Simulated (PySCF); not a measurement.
Ionisation energy along the 13-electron series

Calculated with PySCF 2.14 and a two-component X2C-1e Hamiltonian (Gaussian nucleus, no Breit or QED terms), each ion in its own even-tempered basis scaled to its charge; GMP2 freezes 1s2 and drops the highest virtual spinors. Values in eV. NIST values: (m) measured, (s) semi-empirical, (t) theoretical.

```tsv
ion	configuration	GHF (spin-free)	GMP2 (spin-free)	GHF (screened spin-orbit)	GMP2 (screened spin-orbit)	NIST
Sb(38+)	[Ne] 3s2 3p1	2611.0	2611.5	2655.6	2655.9	2654 ± 4 (t)
I(40+)	[Ne] 3s2 3p1	2875.2	2875.6	2928.7	2928.9	2926 ± 4 (t)
```

Q: Fill in the row of Te(39+).

A: configuration: [Ne] 3s2 3p1; GHF (spin-free): 2741.5; GMP2 (spin-free): 2741.9; GHF (screened spin-orbit): 2790.4; GMP2 (screened spin-orbit): 2790.6; NIST: 2788 ± 4 (t).
